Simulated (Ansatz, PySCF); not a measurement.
This PySCF input computes a r2SCAN/def2-TZVPD energy:

```python
from pyscf import gto, scf, dft

mol = gto.M(
    atom='''
    B     0.04080847   -0.05580682    0.09112762
    H    -1.00450769    0.19862766   -0.59340311
    H     0.45813034   -0.62650713    1.02303099
    H     0.34233501    0.70691356   -0.88526598
    ''',
    basis='def2-tzvpd',
    charge=1,
    spin=1,
    verbose=4,
)

mf = dft.UKS(mol, xc='r2scan').density_fit(auxbasis='def2-universal-jkfit')
mf.grids.level = 4
mf.conv_tol = 1e-9
mf.max_cycle = 100
mf.max_memory = 1500
mf.kernel()
if not mf.converged:
    mf = mf.newton()
    mf.kernel(mf.make_rdm1())
for _ in range(2):
    mo, _, stable, _ = mf.stability(return_status=True)
    if stable:
        break
    mf.kernel(mf.make_rdm1(mo, mf.mo_occ))
mf.analyze()
```

### Question
Write an input for the same energy in Ansatz (an electronic-structure program) and say what it gives.

### Answer

Ansatz 0.2 input:
```yaml
crystal:
  periodic: [false, false, false]
  atoms:
    - {symbol: B, position_ang: [0.04080847, -0.05580682, 0.09112762]}
    - {symbol: H, position_ang: [-1.00450769, 0.19862766, -0.59340311]}
    - {symbol: H, position_ang: [0.45813034, -0.62650713, 1.02303099]}
    - {symbol: H, position_ang: [0.34233501, 0.70691356, -0.88526598]}
basis:
  gaussian:
    orbitals: def2-TZVPD
hamiltonian:
  xc: {name: r2SCAN}
total_charge: 1
magnetization: {spin_polarized: true, initial_magnetization: 1}
output: {forces: true}
```
It gives -26.15084 Eh, and PySCF -26.15087 Eh, a difference of 0.03 mEh, from the treatment of integrals and grids.
